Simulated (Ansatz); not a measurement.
CH8SiSn, SMILES `[CH3][SnH2][SiH3]`. Charge 0, multiplicity 1. Sn: def2 effective core potential. All single points use the PBE0-D4/def2-TZVP geometry.

```xyz
11

C    -0.909   -1.710    0.158
Sn   -0.835    0.431    0.042
Si    1.585    1.250   -0.186
H    -1.944   -2.038    0.258
H    -0.483   -2.146   -0.745
H    -0.341   -2.055    1.022
H    -1.762    0.950   -1.301
H    -1.549    1.092    1.451
H     2.206    0.682   -1.414
H     1.643    2.733   -0.271
H     2.388    0.812    0.987
```

Problem. What is the dipole moment at r2SCAN/def2-TZVPP? (An estimate is asked.)

Solution. Computed: 0.76 D, with components (0.01, -0.76, 0.04) D in this frame, pointing from negative to positive charge.

Problem. And with PBE, B3LYP, ωB97M-V? (Estimate.)

Solution. Ansatz gave: PBE 0.77 D, B3LYP 0.73 D, ωB97M-V 0.68 D.

Problem. Give the Mulliken charges with r2SCAN, B3LYP, ωB97M-V in def2-TZVPP. (Estimate.)

Solution. Ansatz gave: 
```
atom  r2SCAN  B3LYP  ωB97M-V
  C1   -0.48  -0.58    -0.61
 Sn2    0.56   0.62     0.45
 Si3    0.08   0.05    -0.02
  H4    0.10   0.12     0.14
  H5    0.10   0.12     0.14
  H6    0.10   0.12     0.14
  H7   -0.13  -0.14    -0.10
  H8   -0.13  -0.14    -0.10
  H9   -0.06  -0.06    -0.02
 H10   -0.06  -0.05    -0.01
 H11   -0.06  -0.06    -0.02
```

B3LYP here is the variant with VWN-RPA as its local correlation; programs differ in this.
